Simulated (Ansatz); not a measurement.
CH5FSeSi2 (`F[Si@H]1C[Si@@H]1[SeH]`) at its PBE0-D4/def2-TZVP geometry, where that method's forces vanish. The species carries charge 0 and has multiplicity 1.

```xyz
10

F     2.1461    0.7352    1.6642
Si    0.7448    0.7584    0.8959
C     0.7072    0.2552   -0.9066
Si   -0.3285   -1.0244    0.0717
Se   -2.5678   -1.2386   -0.2478
H     0.0377    2.0156    1.2313
H     0.2401    0.9400   -1.6134
H     1.6055   -0.1907   -1.3369
H     0.2576   -2.3847    0.0447
H    -2.8427    0.1340    0.1970
```

(1) What forces (eV/Å) does ωB97M-V/def2-TZVPP give on these atoms in Ansatz? (Best estimate.)

## Answers

(1) Computed: 
```
F1   0.110 -0.009  0.061
Si2 -0.230  0.098 -0.092
C3  -0.012  0.000 -0.012
Si4  0.103 -0.094  0.010
Se5  0.016  0.110  0.027
H6   0.084 -0.151 -0.047
H7   0.034 -0.049  0.052
H8  -0.064  0.032  0.034
H9  -0.066  0.160 -0.003
H10  0.025 -0.096 -0.030
```
